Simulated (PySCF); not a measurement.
This script is equivalent to a calculation on He (helium, neutral).

```python
from pyscf import gto, scf, dft, mp, cc
import basis_set_exchange as bse
mol = gto.M(atom="He 0 0 0", charge=0, spin=0, symmetry="D2h",
            basis=gto.basis.parse(bse.get_basis("x2c-TZVPall", elements=["He"], fmt="nwchem", header=False)),
            nucmod="G")
mf = scf.UHF(mol).sfx2c1e()
mf.irrep_nelec = {'Ag': (1, 1)}
mf.kernel()
```

(1) What total energy does it give?

(2) Which occupied shell lies highest, and where?

## Answers

(1) -2.85999 hartree (calculated).

(2) 1s, at -24.950 eV.
